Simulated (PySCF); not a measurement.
How good is the calculation?

Cartesian coordinates in Å; atom numbers follow the order of the lines, from 1:
```xyz
12

F     0.393   -2.740    0.305
C    -0.266   -1.604    0.127
C    -1.651   -1.629    0.017
C    -2.348   -0.438   -0.166
C    -1.658    0.772   -0.240
C    -0.269    0.791   -0.132
C     0.434   -0.398    0.052
Br    2.306   -0.404    0.201
H    -2.160   -2.593    0.079
H    -3.436   -0.457   -0.251
H    -2.200    1.709   -0.381
H     0.284    1.731   -0.187
```

Measured values that the calculation should reproduce: δ 19F F1 -107.7 ppm (measured; G. Saielli, R. Bini, A. Bagno, Computational 19F NMR. 2. Organic compounds, RSC Adv. 2014, ESI (exp. from Berger-Braun-Kalinowski 1994 and Everett 1995)). Coupling constants: 1J(C2,F1) 247.0 Hz, 2J(C7,F1) 20.7 Hz, 4J(C5,F1) 3.4 Hz, 3J(C4,F1) 7.1 Hz, 2J(C3,F1) 21.9 Hz.

[PySCF: shieldings: GIAO KT3/pcSseg-1; J couplings at B3LYP/pcJ-1 (pcSseg-1 on Br) (spin–dipole term only in couplings to heteroatoms); structure optimised with PBE0-D3(BJ)/def2-SVP; gas phase; one conformer; non-relativistic Hamiltonian]

Task: Set the calculated values beside the experiment.

Result: 
Reference values: measured (G. Saielli, R. Bini, A. Bagno, Computational 19F NMR. 2. Organic compounds, RSC Adv. 2014, ESI (exp. from Berger-Braun-Kalinowski 1994 and Everett 1995)).
| atoms | quantity | reference | computed |
| --- | --- | --- | --- |
| F1 | δ 19F vs CFCl3 | -107.7 | -114.4 |

Computed shifts are σ(ref) − σ with the named reference compound (TMS for H and C) calculated as an isolated molecule at the same level.

Coupling constants in Hz (some tables give magnitudes without signs):
```tsv
coupling	reference	computed	source
1J(C2,F1)	247.0	-313.6	measured; liquid or solution; F. J. Weigert, PhD thesis, Caltech 1968 (Carbon-13 magnetic resonance spectroscopy)
2J(C7,F1)	20.7	19.8	measured; liquid or solution; F. J. Weigert, PhD thesis, Caltech 1968 (Carbon-13 magnetic resonance spectroscopy)
4J(C5,F1)	3.4	6.9	measured; liquid or solution; F. J. Weigert, PhD thesis, Caltech 1968 (Carbon-13 magnetic resonance spectroscopy)
3J(C4,F1)	7.1	4.2	measured; liquid or solution; F. J. Weigert, PhD thesis, Caltech 1968 (Carbon-13 magnetic resonance spectroscopy)
2J(C3,F1)	21.9	20.4	measured; liquid or solution; F. J. Weigert, PhD thesis, Caltech 1968 (Carbon-13 magnetic resonance spectroscopy)
```

Relativistic effects, spin–orbit coupling among them, are left out; they matter for Br and for the light atoms bonded to it.
